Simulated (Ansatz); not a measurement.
The cluster Li2Si2⁺. The state is a quartet with charge 1. Geometry PBE0-D4/def2-TZVP.

```xyz
4

Li    0.158    1.523    1.795
Li   -0.144   -1.520   -1.800
Si    0.411   -0.837    0.674
Si   -0.426    0.833   -0.670
```

At PBE0-D4/def2-TZVP a doublet of charge 1 lies 1.23 eV below the quartet, each at its own geometry. The structure comes from a short search, and lower isomers may exist.

Estimate the α-spin orbital energies around the gap (eV) in Ansatz with HF/STO-3G, r2SCANh-D4/def2-TZVP, PBE0-D4/def2-TZVP, r2SCAN0-D4/def2-TZVP, ωB97M-V/def2-TZVP.


| orbital | HF/STO-3G | r2SCANh-D4/def2-TZVP | PBE0-D4/def2-TZVP | r2SCAN0-D4/def2-TZVP | ωB97M-V/def2-TZVP |
| --- | --- | --- | --- | --- | --- |
| HOMO−5 | -23.66 | -18.70 | -19.32 | -19.68 | -21.71 |
| HOMO−4 | -18.31 | -14.67 | -15.17 | -15.44 | -17.36 |
| HOMO−3 | -13.13 | -11.08 | -11.58 | -11.68 | -13.56 |
| HOMO−2 | -11.74 | -10.51 | -10.86 | -11.03 | -12.48 |
| HOMO−1 | -10.09 | -10.48 | -10.75 | -10.95 | -12.34 |
| HOMO | -8.99 | -8.35 | -8.73 | -8.83 | -10.25 |
| LUMO | -1.84 | -6.81 | -6.40 | -6.39 | -4.39 |
| LUMO+1 | -1.17 | -4.69 | -4.89 | -4.48 | -3.86 |
| LUMO+2 | -0.33 | -3.92 | -4.29 | -3.76 | -3.47 |
| LUMO+3 | -0.25 | -3.87 | -3.95 | -3.62 | -2.65 |
| LUMO+4 | 0.34 | -3.61 | -3.44 | -3.22 | -1.77 |
| LUMO+5 | 1.64 | -2.85 | -2.97 | -2.61 | -1.52 |
| β HOMO | -10.67 | -10.10 | -10.50 | -10.56 | -12.24 |
| β LUMO | -2.16 | -8.03 | -7.72 | -7.56 | -5.96 |
